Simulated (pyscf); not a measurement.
Single points on ωB97X-D3(BJ)/def2-SVP structures (PySCF, gas phase). MP2 and CC: frozen core, UHF for open shells. ΔMP2 is the change of the MP2 total energy from the triple- to the quadruple-zeta basis.

SMILES: [In]([GaH2])=[AsH]
```xyz
6

Ga    -1.5489    -0.8746     1.4841
In    -1.0583     0.5680    -0.5894
As    -0.5786     1.8694    -2.5220
H     -2.6446    -0.4274     2.5137
H     -0.7530    -2.2051     1.7212
H      0.4415     0.7522    -2.7930
```

**Question.** What is the homolytic dissociation enthalpy (298 K, CCSD(T)/def2-TZVPP + ΔMP2(QZVPP)) of the Ga–In bond of H₂Ga–In=AsH, to GaH₂• + [HAs=In]•?

**Answer.** Ga–In to GaH₂• + [HAs=In]•: 47.7 kcal/mol. The radicals are drawn with the spin at the cut bond; how far it spreads was not checked. H₂Ga–In=AsH lies 27.4 kcal/mol over its isomer H₂Ga–AsH–In [singlet], and others may lie lower still (electronic energy, ωB97M-D3(BJ)). The CCSD(T) − MP2 part came from Ansatz, without density fitting, on the same reference. The frozen core leaves the outer d or s,p core shells of the metals and heavy elements correlated in the MP2 and CC values, and def2-TZVPP describes them poorly, which can shift differences by a few kcal/mol. Elements up to Kr have no core potential and no relativistic terms here. Elements past Kr carry the def2 core potentials, without spin-orbit coupling.
